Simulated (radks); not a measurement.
Task: The table gives one normalised radial function P(r) = r R(r) of Dy15+ in [Kr] 4d10 4f5 (r in bohr). All-electron calculation, scalar-relativistic Kohn-Sham, PBE, spin-polarised, spherical densities, finite nucleus; open shells are filled with parallel spins first (spin-orbit coupling, left out, can overturn this in heavy ions); Fermi nuclear charge, rms radius 5.2218 fm. Program: a radial shooting solver on a logarithmic mesh with Libxc functionals.

| r | P |
|---|---|
| 0.0022 | 0.0114 |
| 0.003283 | 0.0225 |
| 0.004858 | 0.0434 |
| 0.007247 | 0.0833 |
| 0.01081 | 0.1548 |
| 0.01613 | 0.2720 |
| 0.02406 | 0.4354 |
| 0.03561 | 0.5924 |
| 0.05312 | 0.6026 |
| 0.07925 | 0.2445 |
| 0.1182 | -0.4809 |
| 0.1764 | -0.9200 |
| 0.2631 | -0.1801 |
| 0.3894 | 1.1914 |
| 0.5809 | 1.5017 |
| 0.8667 | 0.6753 |
| 1.293 | 0.1051 |
| 1.929 | 0.0039 |
| 2.854 | 0.0000 |

Which n and l does it have? It may be an empty orbital.

Result: n = 4, l = 1: the number of nodes gives n - l - 1 = 2, the rise at small r (about r^(l+1), flatter next to the nucleus through relativity) gives l, and the extent must fit the shell. The curve is that of 4p up; the table hardly tells the two spins apart. 4p up: eigenvalue -606.94 eV, 2 radial nodes at r = 0.0919, 0.277 bohr, <r> = 0.548 bohr, 90 % of the charge inside 0.793 bohr.
